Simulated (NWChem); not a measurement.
System: GeH2S2F2; SMILES [Ge]([F])([SH])([F])[SH]

```xyz
7

F     -0.2824    -1.3238    -1.4304
Ge     0.0000     0.0000    -0.3380
F      0.2824     1.3238    -1.4304
S      1.8172    -0.2463     0.9026
S     -1.8172     0.2463     0.9026
H      2.6014     0.3217    -0.0413
H     -2.6014    -0.3217    -0.0413
```
Atoms are numbered in this order, from 1.

Geometry: optimised at B3LYP/6-31G* (spherical d).

Give the principal values of the shielding tensors (ppm) of F1, Ge2, S4 from LDA (Slater exchange, VWN5)/pcSseg-1, GIAO (NWChem), with their diamagnetic and paramagnetic parts as GIAO splits them.


```json
[
 {"atom": "F1", "σ11": "141.9", "σ22": "165.3", "σ33": "330.2", "isotropic": "212.5", "diamagnetic": "477.6", "paramagnetic": "-265.1"},
 {"atom": "Ge2", "σ11": "967.9", "σ22": "1058.2", "σ33": "1241.7", "isotropic": "1089.3", "diamagnetic": "2759.9", "paramagnetic": "-1670.6"},
 {"atom": "S4", "σ11": "397.1", "σ22": "536.4", "σ33": "798.6", "isotropic": "577.4", "diamagnetic": "1056.6", "paramagnetic": "-479.2"}
]
```
